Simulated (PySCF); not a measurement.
## Working out the excitation energy of He

He 1s2 (1S) → He 1s1 2p1 (3P). All numbers are calculated (PySCF 2.14, the non-relativistic Hamiltonian (point nucleus), in aug-cc-pVTZ (4s3p2d, 23 functions)). Frozen: nothing. Energies in hartree (1 hartree = 27.21139 eV):

```json
{"part": "UHF", "He (lower)": "-2.861183", "He (upper)": "-2.011515"}
{"part": "CCSD correlation", "He (lower)": "-0.039414", "He (upper)": "-0.004090"}
{"part": "(T)", "He (lower)": "0.000000", "He (upper)": "0.000000"}
```

Question: What does Hartree-Fock give?

Answer: (-2.011515) − (-2.861183) = 0.849668 hartree = 23.121 eV.

Question: What do CCSD and CCSD(T) give?

Answer: The CCSD correlation energies differ by 0.035324 hartree = 0.961 eV and the triples by 0.000000 hartree = 0.000 eV, so CCSD gives 24.082 eV and CCSD(T) 24.082 eV.

Measured between the centres of the two terms (NIST): 20.964 eV, so CCSD(T) (valence) is off by 3.118 eV.

What remains against the reference includes basis incompleteness and higher excitations.
